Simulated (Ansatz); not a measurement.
Reaction (isomerisation): `CBCCCl` → `CB(C)CCl`

Program: Ansatz. Geometries: PBE0-D4/def2-TZVP. ΔE: electronic, gas phase. CCSD(T)/CBS is the MP2 limit (def2-TZVPP, def2-QZVPP) plus CCSD(T) − MP2 in def2-TZVPP, frozen cores. One conformer a species, not always the lowest.

`CBCCCl`:

Z-matrix (Å, degrees):
```
C
B 1 1.557
H 1 1.101 2 106.0
H 1 1.094 2 112.2 3 -113.6
H 1 1.092 2 116.5 3 119.2
C 2 1.565 1 125.8 3 -105.4
H 2 1.202 1 118.1 3 72.3
C 6 1.507 2 117.1 1 -1.9
H 6 1.099 2 107.4 1 -126.6
H 6 1.099 2 107.5 1 122.8
Cl 8 1.792 6 112.3 2 179.6
H 8 1.090 6 111.9 2 -61.4
H 8 1.090 6 112.0 2 60.6
```

`CB(C)CCl`:

Cartesian coordinates in Å:
```
C 0.705 1.152 -0.819
B 0.007 -0.013 -0.044
C 0.583 -1.467 -0.011
C -1.365 0.275 0.686
Cl -0.647 0.736 2.279
H 0.338 1.104 -1.855
H 1.792 1.063 -0.874
H 0.443 2.145 -0.447
H 0.180 -1.985 -0.894
H 0.258 -2.047 0.856
H 1.670 -1.519 -0.092
H -2.020 -0.575 0.872
H -1.942 1.132 0.342
```

```
   species  HF/def2-TZVPP energy (Eh)
  `CBCCCl`                 -602.51165
`CB(C)CCl`                 -602.52624
```

Question: Work out ΔE.

Answer: ΔE = (-602.52624) − (-602.51165) = -0.01459 Eh = -9.2 kcal/mol. CCSD(T)/CBS gives -11.1 kcal/mol.

Largest T1 diagnostic among the species: 0.010.

In def2-TZVPP, CCSD(T) changes the Hartree–Fock value by −2.3 kcal/mol (the triples alone add −0.4 kcal/mol) and MP2 by −2.5 kcal/mol. The D4 term adds −0.7 kcal/mol with B3LYP and −0.4 kcal/mol with PBE0; it sums over pairs of atoms, weighted by their polarisabilities, and B3LYP, whose exchange is more repulsive, gets the larger term.

B3LYP here is the variant with VWN-RPA as its local correlation; programs differ in this.
